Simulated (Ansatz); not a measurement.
AlH₆NSiTe (`[SiH3][NH][AlH][TeH]`). Total charge 0; spin multiplicity 1. Correlated methods include outer-core shells of Te, which these sets cover unevenly. Te: def2 effective core potential.

Z-matrix (Å, degrees):
```
Si
N 1 1.726
H 1 1.489 2 111.8
H 1 1.485 2 108.1 3 119.7
H 1 1.489 2 112.0 3 -120.5
Al 2 1.781 1 133.8 3 -120.6
H 2 1.014 1 113.3 3 59.5
Te 6 2.527 2 123.0 1 -0.2
H 6 1.579 2 118.4 1 179.9
H 8 1.656 6 91.8 2 -0.0
```

(1) Give the diagnostics of a CCSD(T)/def2-TZVPP run (frozen core, Ansatz 0.2.0). (Estimate.)

Results:

(1) The calculation gave: T1 = 0.0112, largest single amplitude 0.023, largest double 0.024, (T) share of the correlation energy 3.0 %, 10 CCSD cycles. The RHF solution is stable towards an unrestricted one. T1 lies under the customary mark of 0.02 for closed shells.
